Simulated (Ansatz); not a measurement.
Frontier orbitals of `FB1[SiH2]BCS1`.

```xyz
11

F    -1.7010    2.5296   -0.0634
B    -0.9216    1.4556   -0.0861
Si   -1.0353   -0.2297    1.0314
B     0.5662   -1.0894    0.1672
C     1.2151   -0.1879   -0.9336
S     0.4450    1.4370   -1.2550
H    -0.8583    0.0001    2.4950
H    -2.2947   -1.0046    0.8327
H     1.0695   -2.1548    0.3742
H     2.2693   -0.0166   -0.6805
H     1.2458   -0.7393   -1.8819
```

Charge 0, multiplicity 1. The structure was optimised at the PBE0-D4/def2-TZVP level. Basis def2-TZVPP, Ansatz.

```
             functional  HOMO (eV)  LUMO (eV)  gap (eV)
                    PBE      -6.35      -3.42      2.93
                   BLYP      -6.21      -3.23      2.98
                   PBE0      -7.56      -2.49      5.07
                r2SCANh      -7.04      -2.84      4.20
HSE06 (plane-wave form)      -7.16      -2.87      4.29
              CAM-B3LYP      -8.88      -1.33      7.55
                ωB97M-V      -9.65      -0.50      9.15
                     HF     -10.33       1.04     11.37
```

A quarter of exact exchange (PBE0) shifts PBE's HOMO by −1.21 eV and its LUMO by +0.94 eV; full exchange at long range (ωB97M-V) shifts them by −3.30 and +2.92 eV. The gap opens from 2.92 to 9.15 eV, since occupied levels lose self-interaction and empty ones feel all the electrons.
